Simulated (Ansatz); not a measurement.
Consider the formal exchange of groups at the In–O bond: `[NH2][InH][OH]` + `BBC` → `CB[BH][InH][NH2]` + H₂O.

Computed with Ansatz on PBE0-D4/def2-TZVP structures; ΔE is electronic, products minus reactants. CCSD(T)/CBS adds triple-zeta CCSD(T) − MP2 to the extrapolated MP2 energy (def2 sets, frozen cores). This one scheme is used for every species. Functionals use def2-TZVPP. Elements past krypton have def2 core potentials. For In outer-core shells are correlated without core-valence functions, which leaves a few kJ/mol of doubt a bond. Each species was taken in one conformer, which may not be the lowest.

`[NH2][InH][OH]`:

Z-matrix (Å, degrees):
```
N
In 1 2.003
H 1 1.007 2 120.9
H 1 1.009 2 117.7 3 -140.7
O 2 1.990 1 107.5 3 159.0
H 2 1.701 1 129.7 3 -26.0
H 5 0.959 2 113.7 1 175.5
```

`BBC`:

```xyz
9

B     0.527    0.821   -1.288
B     0.125   -0.420   -0.296
C    -0.437   -0.345    1.161
H    -0.264    1.332   -2.033
H     1.647    1.253   -1.345
H     0.253   -1.530   -0.761
H    -0.431    0.639    1.632
H    -1.481   -0.686    1.109
H     0.061   -1.064    1.820
```

`CB[BH][InH][NH2]`:

```xyz
13

C     1.925    0.318    1.011
B     0.575   -0.367    1.424
B    -0.382   -1.353    0.603
In   -1.853   -0.108   -0.595
N    -1.153    0.685   -2.315
H     2.301    0.063    0.019
H     2.683    0.027    1.749
H     1.852    1.408    1.090
H     0.094   -0.031    2.486
H    -0.534   -2.536    0.542
H    -3.483    0.352   -0.287
H    -0.266    0.440   -2.723
H    -1.758    1.103   -3.004
```

H₂O:

```xyz
3

O    -0.313   -0.230   -0.027
H    -0.079    0.353    0.698
H     0.392   -0.123   -0.670
```

| level | ΔE (eV) |
| --- | --- |
| PBE-D4 | 0.00 |
| PBE-QIDH | 0.10 |
| r2SCANh | 0.11 |
| LC-ωPBE | 0.21 |
| RPA@PBE/def2-TZVPP | 0.12 |
| HF/def2-TZVPP | 0.39 |
| CCSD(T)/def2-TZVPP | 0.11 |
| HF/def2-QZVPP | 0.40 |

Task: What does CCSD(T)/CBS give? (Best estimate.)

Result: The calculation gave: +0.13 eV. The listed levels differ from it by -0.13, -0.03, -0.02, 0.08, -0.01, 0.26, -0.02, 0.27 eV.

Task: What do rigid-rotor, harmonic-oscillator terms from PBE0-D4/def2-TZVP frequencies (298.15 K, 1 bar) make of the CCSD(T)/CBS value? (Best estimate.)

Result: Ansatz gave: ΔZPE = +0.03 eV, ΔH = +0.20 eV, ΔS = -1 J/(mol·K), ΔG = +0.20 eV. Modes under 50 cm⁻¹ make the entropy rough.

Largest T1 diagnostic among the species: 0.016.

Leaving LDA and LC-ωPBE aside and taking each functional with its dispersion term where it has one, the values, not all of them listed here, spread over 0.22 eV, from PBE-D4 to ωB97X-V. LDA lies −0.12 eV from PBE without D4. In def2-TZVPP, CCSD(T) changes the Hartree–Fock value by −0.29 eV (the triples alone add −0.03 eV) and MP2 by −0.27 eV.
